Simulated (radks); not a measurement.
Results of a calculation; reference values are marked as such.
The mean radii <r> (bohr) of the occupied orbitals of an atom or ion are listed with their occupations. Level of theory: scalar-relativistic Kohn-Sham, PBE, spin-polarised, spherical densities, finite nucleus; Fermi nuclear charge, rms radius of each element as measured or else 0.836 A^(1/3) + 0.57 fm (a radial shooting solver on a logarithmic mesh with Libxc functionals).

orbital  occ.      <r>
1s down     1  0.02507
1s up       1  0.02507
2s down     1   0.1074
2s up       1   0.1074
2p down     3  0.09424
2p up       3  0.09424
3s up       1   0.2852
3s down     1   0.2851
3p up       3   0.2832
3p down     3   0.2831
3d up       5   0.2599
3d down     5   0.2599
4s up       1   0.6557
4s down     1   0.6555
4p up       3   0.6954
4p down     3   0.6952
4d up       5   0.7733
4d down     5   0.7730
5s up       1    1.586
5s down     1    1.590
5p up       3    1.854
5p down     3    1.861
6s up       1    4.632
6s down     1    4.669
4f up       1    1.577

Name the element and its charge. Open shells, if any, are filled with parallel spins first.

Answer. Z = 57, lanthanum, charge 0: La in [Xe] 4f1 6s2. The 1s radius gives Z: for a bare nucleus <r> = (2 gamma + 1)/(2Z) with gamma = sqrt(1 - (Z/c)^2), 0.02473 bohr for Z = 57, and screening makes it slightly larger (0.02507 here). The occupations add up to 57, and the charge is Z minus that.
